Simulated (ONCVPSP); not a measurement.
**Configuration tests for Pt (ONCV)**

```
Element                 : platinum (Pt)
Generator               : ONCVPSP 4.0.1
Type                    : optimised norm-conserving Vanderbilt (ONCV)
Functional              : PBE
Relativity              : scalar-relativistic
Frozen core             : [Kr] 4d10 4f14
Valence charge          : 18
Reference configuration : 5s2 5p6 5d9 6s1
Partial waves           : 5s+6s: rc 1.85 bohr, ncon 5, nbas 8, qcut 8.5 1/bohr, 2 projectors; 5p: rc 1.75 bohr, ncon 4, nbas 7, qcut 7 1/bohr, 2 projectors, debl 2.2 Ha; 5d: rc 2.35 bohr, ncon 4, nbas 8, qcut 7 1/bohr, 2 projectors, debl 0.7 Ha; f scattering state at 0.02 Ha: rc 2.10 bohr, ncon 5, nbas 9, qcut 4.8 1/bohr, 3 projectors, debl 0.9 Ha
Local potential         : polynomial inside 1.50 bohr (lpopt 5, dvloc0 0 Ha)
Core correction         : Teter function, fcfact 3.25, rcfact 1.4
```

Energies are relative to the spin-unpolarised reference configuration 5s2 5p6 5d9 6s1; without spin polarisation the order of configurations can differ from experiment.

| valence configuration | charge | ΔE all-electron (eV) | error AE − PS (meV) |
| --- | --- | --- | --- |
| 5s2 5p6 5d9 6s0 | +1 | 9.194 | -4.2 |
| 5s2 5p6 5d8 6s0 | +2 | 29.160 | -6.2 |
| 5s2 5p6 5d7 6s0 | +3 | 61.377 | +2.7 |
| 5s2 5p6 5d8 6s1 | +1 | 11.167 | +2.4 |

Note: ghosts flagged at negative energy: f at -270.2 eV; GHOST(+) flags only above 600 eV. A true bound ghost makes a file unfit for plane-wave use.
